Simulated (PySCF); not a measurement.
## Pb⁺: excitation energy

Pb⁺ [Xe] 4f14 5d10 6s2 6p1 (2P) → Pb⁺ [Xe] 4f14 5d10 6s1 6p2, s spin flipped, as a difference of total energies. Calculation: PySCF 2.14, in x2c-TZVPPall with one added diffuse shell each of s, p, d, f type (12s8p7d4f, 99 functions); scalar relativity by spin-free X2C-1e. Correlated levels: valence: [Xe] 4f14 5d10 frozen; valence and next inner shell: [Kr] 4d10 4f14 frozen. The calculations carry no spin-orbit coupling.

```tsv
method	excitation energy (eV)
UHF	9.880
LDA	9.431
PBE	9.308
PBE0	9.518
TPSSh	9.453
r2SCAN0	9.688
MP2 (valence)	9.492
SCS-MP2 (valence)	9.453
MP2 (valence and next inner shell)	9.593
SCS-MP2 (valence and next inner shell)	9.537
```

Question: Estimate what r2SCAN gives.

Answer: 9.533 eV, closest to SCS-MP2 (valence and next inner shell) among the rows shown.

Question: Estimate what B2PLYP gives.

Answer: 9.473 eV, closest to MP2 (valence) among the rows shown.

Spin-orbit coupling is strong in these open shells (close to jj coupling). The scalar numbers leave it out and a first-order estimate fails, so it can dominate the gap to the real levels.

The upper determinant mixes two multiplicities, so it lies between the two terms.
